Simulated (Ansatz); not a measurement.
Two structures of GeH6O, closed shell, reached by relaxing down either side of one saddle point (PBE0-D4/def2-TZVP). Energies are electronic, without zero-point energy. Ansatz 0.2.0; basis: def2-TZVPP and def2-QZVPP; cores frozen in the correlated methods. Filled d shells of the heavier atoms are correlated. The def2 sets are not built for correlating such inner shells, so the correlated values are less sure here. Extrapolation: Hartree–Fock as exp(−7.88 √X), correlation as X^−2.97. First:

```
8
angstrom
Ge -0.3198 0.2832 -1.1131
O 0.5862 -0.7922 -0.0140
H 0.2661 1.7066 -1.0518
H -1.7544 0.2423 -0.5819
H -0.2338 -0.2550 -2.5541
H 0.0642 -0.2891 2.4310
H -0.1281 -0.0524 3.1143
H 1.5194 -0.8434 -0.2304
```

Second:

```tsv
atom	x (Å)	y (Å)	z (Å)
Ge1	-0.6370	1.0379	-0.3767
O2	0.6924	-1.7896	0.5176
H3	-1.2284	2.3958	-0.7996
H4	-1.7605	0.0012	-0.3050
H5	0.4143	0.6249	-1.4150
H6	1.0132	-1.6286	1.4079
H7	0.0250	1.2100	0.9972
H8	1.4809	-1.8515	-0.0264
```

Task: Which bonds change from the first to the second?

Result: GeH₄O ([OH][GeH3]) + H₂ → GeH₄ + H₂O; bonds formed: Ge1–H7, O2–H6; bonds broken: Ge1–O2, H6–H7.

Task: Give the saddle point's structure and its height above each. (An estimate is asked for; the value comes from the calculation.)

Result: Computed: 2.164 eV above the first and 2.238 eV above the second (CCSD(T) at an estimated basis limit (MP2 extrapolated from triple and quadruple zeta, plus CCSD(T) − MP2 in triple zeta)).
Ge1  (-0.444, 0.415, -0.426)
O2  (0.669, -1.131, 0.248)
H3  (0.045, 1.869, -0.313)
H4  (-1.952, 0.205, -0.263)
H5  (-0.069, -0.039, -1.868)
H6  (0.398, -0.497, 1.173)
H7  (-0.243, 0.335, 1.473)
H8  (1.595, -1.157, -0.024)
(Å)

T1 diagnostic: at most 0.014.

Labels in which every atom is bracketed show which atoms are joined, not bond orders.

For scale, one of the runs: CCSD(T)/def2-TZVPP, 163 basis functions, launched by `ansatz run in.yaml --threads 2 --pin off --events-out ev --progress --plain --max-ram 4352MiB`. The run took 35 s on 2 CPU threads of an Arm Neoverse V2 (shared host), with 1.3 GiB of host memory at its peak.
